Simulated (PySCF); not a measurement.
Working out the excitation energy of O²⁺

O²⁺ [He] 2s2 2p2 (3P) → O²⁺ [He] 2s1 2p3 (5S). All numbers are calculated (PySCF 2.14, scalar relativity by spin-free X2C-1e, in x2c-TZVPPall). Frozen: nothing. Energies in hartree (1 hartree = 27.21139 eV):

```csv
part,O²⁺ (lower),O²⁺ (upper)
UHF,-73.156090,-72.951374
CCSD correlation,-0.112719,-0.049608
(T),-0.001397,-0.000123
```

**Question.** What does Hartree-Fock give?

**Answer.** (-72.951374) − (-73.156090) = 0.204716 hartree = 5.571 eV.

**Question.** What do CCSD and CCSD(T) give?

**Answer.** The CCSD correlation energies differ by 0.063111 hartree = 1.717 eV and the triples by 0.001274 hartree = 0.035 eV, so CCSD gives 7.288 eV and CCSD(T) 7.323 eV.
